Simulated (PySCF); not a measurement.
CN, doublet (typed; the unrestricted solution is spin-contaminated), geometry from GFN2-xTB; MP2/pcseg-2 (PySCF).

Input for PySCF:
```python
from pyscf import gto, scf, mp

mol = gto.M(
    atom='''
C    -0.000000   -0.000000   -0.611549
N     0.000000    0.000000    0.524185
''',
    basis='pcseg-2',
    charge=0,
    spin=1,
    verbose=4,
)

mf = scf.UHF(mol)
mf.kernel()

pt = mp.MP2(mf, frozen=2)
pt.kernel()
print('E(MP2) = %.10f' % pt.e_tot)
```

Q: What does PySCF print? Leave out banner, timings and long lists.

A: 
```
PySCF version 2.14.0

[INPUT] verbose = 4
[INPUT] num. atoms = 2
[INPUT] num. electrons = 13
[INPUT] charge = 0
[INPUT] spin (= nelec alpha-beta = 2S) = 1
[INPUT] symmetry False subgroup None
[INPUT] Mole.unit = angstrom
[INPUT] Symbol           X                Y                Z      unit          X                Y                Z       unit  Magmom
[INPUT]  1 C      0.000000000000   0.000000000000  -0.611549000000 AA    0.000000000000   0.000000000000  -1.155660121752 Bohr   0.0
[INPUT]  2 N      0.000000000000   0.000000000000   0.524185000000 AA    0.000000000000   0.000000000000   0.990566088605 Bohr   0.0

nuclear repulsion = 19.5692326360222
number of shells = 8
number of NR pGTOs = 92
number of NR cGTOs = 60
basis = pcseg-2
ecp = {}

******** <class 'pyscf.scf.uhf.UHF'> ********
method = UHF
initial guess = minao
damping factor = 0
level_shift factor = 0
DIIS = <class 'pyscf.scf.diis.CDIIS'>
diis_start_cycle = 1
diis_space = 8
diis_damp = 0
SCF conv_tol = 1e-09
SCF conv_tol_grad = None
SCF max_cycles = 50
direct_scf = True
direct_scf_tol = 1e-13
number electrons alpha = 7  beta = 6
Set gradient conv threshold to 3.16228e-05
init E= -92.3101885375575

cycle= 1 E= -92.1642362729562  delta_E= 0.146  |g|= 0.261  |ddm|= 0.91
cycle= 2 E= -92.1879353113314  delta_E= -0.0237  |g|= 0.211  |ddm|= 0.344
cycle= 3 E= -92.2087602262881  delta_E= -0.0208  |g|= 0.0646  |ddm|= 0.128
cycle= 4 E= -92.21327295379  delta_E= -0.00451  |g|= 0.0337  |ddm|= 0.0664
cycle= 5 E= -92.2170206231381  delta_E= -0.00375  |g|= 0.0312  |ddm|= 0.0609
cycle= 6 E= -92.2213282407775  delta_E= -0.00431  |g|= 0.0274  |ddm|= 0.0727
cycle= 7 E= -92.2273841756361  delta_E= -0.00606  |g|= 0.0201  |ddm|= 0.133
cycle= 8 E= -92.2248157513064  delta_E= 0.00257  |g|= 0.039  |ddm|= 0.0874
cycle= 9 E= -92.2257681684001  delta_E= -0.000952  |g|= 0.0369  |ddm|= 0.0172
cycle= 10 E= -92.2324271068332  delta_E= -0.00666  |g|= 0.00623  |ddm|= 0.192
cycle= 11 E= -92.2324052363269  delta_E= 2.19e-05  |g|= 0.00926  |ddm|= 0.0232
cycle= 12 E= -92.2326562977364  delta_E= -0.000251  |g|= 0.00311  |ddm|= 0.034
cycle= 13 E= -92.2326654073599  delta_E= -9.11e-06  |g|= 0.000692  |ddm|= 0.00758
cycle= 14 E= -92.2326664373236  delta_E= -1.03e-06  |g|= 0.000314  |ddm|= 0.00183
cycle= 15 E= -92.2326665300939  delta_E= -9.28e-08  |g|= 6.37e-05  |ddm|= 0.000748
cycle= 16 E= -92.232666540102  delta_E= -1e-08  |g|= 1.11e-05  |ddm|= 0.000301
cycle= 17 E= -92.2326665407146  delta_E= -6.13e-10  |g|= 6.04e-06  |ddm|= 0.000101
Extra cycle  E= -92.2326665407647  delta_E= -5e-11  |g|= 4.55e-06  |ddm|= 6.55e-06
converged SCF energy = -92.2326665407647  <S^2> = 1.0256935  2S+1 = 2.2589321

******** <class 'pyscf.mp.ump2.UMP2'> ********
nocc = (np.int64(5), np.int64(4)), nmo = (58, 58)
frozen orbitals 2
E(UMP2) = -92.5089788521887  E_corr = -0.276312311424053
E(SCS-UMP2) = -92.498991076461  E_corr = -0.266324535696333
E_corr(same-spin) = -0.0752887361683041
E_corr(oppo-spin) = -0.201023575255749
E(MP2) = -92.5089788522
```
